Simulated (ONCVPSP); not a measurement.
**Before and after: ONCV potential for tantalum**

tantalum (Ta), optimised norm-conserving Vanderbilt (ONCV), made with ONCVPSP 4.0.1 (PBE, scalar-relativistic). Core [Kr] 4d10 4f14, reference 5s2 5p6 5d2 (charge +3). Waves: 5s: rc 1.65 bohr, ncon 3, nbas 6, qcut 8.9 1/bohr, 2 projectors, debl 1.2 Ha; 5p: rc 1.40 bohr, ncon 4, nbas 7, qcut 5.7 1/bohr, 2 projectors, debl 0.5 Ha; 5d: rc 1.40 bohr, ncon 4, nbas 8, qcut 7.4 1/bohr, local. Local part: the d channel. Core correction: Teter function, fcfact 6, rcfact 1.75.

In the s channel the program set the typed energies aside and used -3.713, 0.050 Ha. In the p channel the program set the typed energies aside and used -2.468, 0.250 Ha.

Change: p: qcut 7.9.

Cutoffs: the cutoffs (Ha) at which the residual kinetic energy of the hardest occupied pseudo-wave falls to 1 and 0.1 mHa per electron; they do not see the model core or the augmentation charge, which bear on the density cutoff. Errors are all-electron minus pseudo energies relative to the spin-unpolarised reference configuration.

**Question.** Predict the effect on cutoff, ghosts and configuration errors.

**Answer.** The potential gets softer (61 Ha and 76 Ha → 27 Ha and 40 Ha); the errors of the 3 common tests hardly move; neither file shows a bound ghost.

| quantity | base | changed |
| --- | --- | --- |
| cutoff, loose | 61 Ha | 27 Ha |
| cutoff, tight | 76 Ha | 40 Ha |
| loose cutoff by channel | s 24 Ha, p 61 Ha, d 13 Ha | s 24 Ha, p 27 Ha, d 13 Ha |
| bound ghosts | none | none |
| GHOST(+) flags under 300 eV | none | none |
| tests with a reliable result | 3 of 4 | 3 of 4 |
| error for 5s2 5p6 5d3 6s2, meV [ΔE -47.04 eV] | -239 | -232 |
| error for 5s2 5p6 5d3 6s1, meV [ΔE -38.58 eV] | -170 | -165 |
| error for 5s2 5p6 5d3, meV [ΔE -23.60 eV] | -83 | -82 |
| s: phases at 1.67 bohr within 0.05 rad from the reference energy up to (Ha; the scan ends near 5) | to the end of the scan | to the end of the scan |
| p: phases at 1.42 bohr within 0.05 rad from the reference energy up to (Ha; the scan ends near 5) | to the end of the scan | to the end of the scan |
| d: phases at 1.42 bohr within 0.05 rad from the reference energy up to (Ha; the scan ends near 5) | 4.9 | 4.9 |
| rms error of d²Exc/dni dnj with the model core, mHa | 7.14 | 7.15 |
